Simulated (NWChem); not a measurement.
AlBrClF; SMILES [F][Al]([Cl])[Br]

Results from NWChem. Pople sets run with spherical d functions. Geometry: optimised at PBE0/def2-SVP. Total energies compare along this basis series because the functional is fixed.

```
level          basis functions  energy (Ha)  highest occupied level (eV)  orbital gap (eV)  dipole (D)
-------------  ---------------  -----------  ---------------------------  ----------------  ----------
TPSS/STO-3G                 41   -3339.2502                        -4.21              6.38        1.96
TPSS/3-21G                  57   -3360.2474                        -7.85              5.57        0.70
TPSS/6-31G*                 82   -3376.4417                        -7.86              5.73         [?]
TPSS/6-311G**              114   -3376.7925                        -7.95              5.73        0.51
```

Some entries are withheld; supply them.


- TPSS/6-31G*, dipole (D): 0.35
